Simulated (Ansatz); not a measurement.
`[AlH2][Br]` + `C[S][Cd][F]` → `[CH3][AlH][Br]` + `[F][Cd][SH]`  (redistribution)

Computed with Ansatz on PBE0-D4/def2-TZVP structures; ΔE is electronic, products minus reactants. CCSD(T)/CBS adds triple-zeta CCSD(T) − MP2 to the extrapolated MP2 energy (def2 sets, frozen cores). DFT in def2-TZVPP. def2 core potentials past Kr. For Br, Cd outer-core shells are correlated without core-valence functions, which leaves a few kJ/mol of doubt a bond. Scalar relativity is left out up to krypton. One conformer a species, not always the lowest.

Q: Is it downhill or uphill in electronic energy at CCSD(T)/CBS, and by how much? (Estimate.)

A: Computed: Downhill: ΔE = -74.2 kJ/mol.

Q: What do these levels give: LDA (SPW92), PBE-D4, MP2/def2-TZVPP, SCS-MP2/def2-TZVPP, CCSD(T)/def2-TZVPP, HF/def2-QZVPP? (Best estimate.)

A: Ansatz gave: LDA (SPW92) -74.5, PBE-D4 -70.3, MP2/def2-TZVPP -74.7, SCS-MP2/def2-TZVPP -71.0, CCSD(T)/def2-TZVPP -74.7, HF/def2-QZVPP -71.2 kJ/mol.

Largest T1 diagnostic among the species: 0.016.

At CCSD(T), def2-SVP lies +3.7 kJ/mol from the extrapolated value and def2-TZVPP −0.5 kJ/mol. Leaving LDA and LC-ωPBE aside and taking each functional with its dispersion term where it has one, the values, not all of them listed here, spread over 11.2 kJ/mol, from r2SCAN0-D4 to revPBE-D4. LDA lies −3.0 kJ/mol from PBE without D4.
